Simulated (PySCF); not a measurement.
Gas-phase reaction: 3 Sn(CH3)4 + C6H6 → 3 SnH2 + 6 C3H6 (propylene)

Method: PySCF energies plus ideal-gas RRHO corrections (1 bar). † marks an energy on the PBE0/def2-TZVP geometry and frequencies. MP2 and CCSD(T) freeze the core. All species are closed-shell singlets. Sn: scalar-relativistic def2 core potential, no spin-orbit coupling. SnH2: computed as isolated molecules; such fragments, hydroxides, amides, oligomers or adducts are transient or little studied in the gas. MP2 isn't extrapolated to the basis-set limit; its ΔH°(298 K) is 810.6 kJ in def2-SVP and 950.9 kJ in def2-TZVPP. CCSD(T) isn't extrapolated to the basis-set limit. The harmonic model lacks anharmonicity and excited electronic states, which grow with temperature; levels with a mode under 35 cm⁻¹ are left out. Internal rotation in Sn(CH3)4, C3H6 (propylene) is treated as a harmonic vibration of one conformer, which makes the entropy rough.

ΔH° and ΔS° at 298 K: BLYP/def2-TZVP† 566 kJ, 774 J/K; CCSD(T)/def2-SVP† 666 kJ, 774 J/K; HF/def2-TZVP† 573 kJ, 774 J/K; M06-2X/def2-TZVP† 837 kJ, 774 J/K; MP2/def2-SVP† 811 kJ, 774 J/K.

With the heat capacities included, give log10 K (1 bar) at 500, 600, 800, 1800, 2000 K from BLYP/def2-TZVP†, CCSD(T)/def2-SVP†, HF/def2-TZVP†, M06-2X/def2-TZVP†, MP2/def2-SVP†.


```json
[
 {"T (K)": "500", "BLYP/def2-TZVP†": "-19.1", "CCSD(T)/def2-SVP†": "-29.6", "HF/def2-TZVP†": "-19.8", "M06-2X/def2-TZVP†": "-47.5", "MP2/def2-SVP†": "-44.7"},
 {"T (K)": "600", "BLYP/def2-TZVP†": "-9.6", "CCSD(T)/def2-SVP†": "-18.4", "HF/def2-TZVP†": "-10.2", "M06-2X/def2-TZVP†": "-33.3", "MP2/def2-SVP†": "-30.9"},
 {"T (K)": "800", "BLYP/def2-TZVP†": "2.0", "CCSD(T)/def2-SVP†": "-4.6", "HF/def2-TZVP†": "1.5", "M06-2X/def2-TZVP†": "-15.7", "MP2/def2-SVP†": "-14.0"},
 {"T (K)": "1800", "BLYP/def2-TZVP†": "20.1", "CCSD(T)/def2-SVP†": "17.2", "HF/def2-TZVP†": "19.9", "M06-2X/def2-TZVP†": "12.2", "MP2/def2-SVP†": "13.0"},
 {"T (K)": "2000", "BLYP/def2-TZVP†": "21.4", "CCSD(T)/def2-SVP†": "18.8", "HF/def2-TZVP†": "21.2", "M06-2X/def2-TZVP†": "14.3", "MP2/def2-SVP†": "15.0"}
]
```
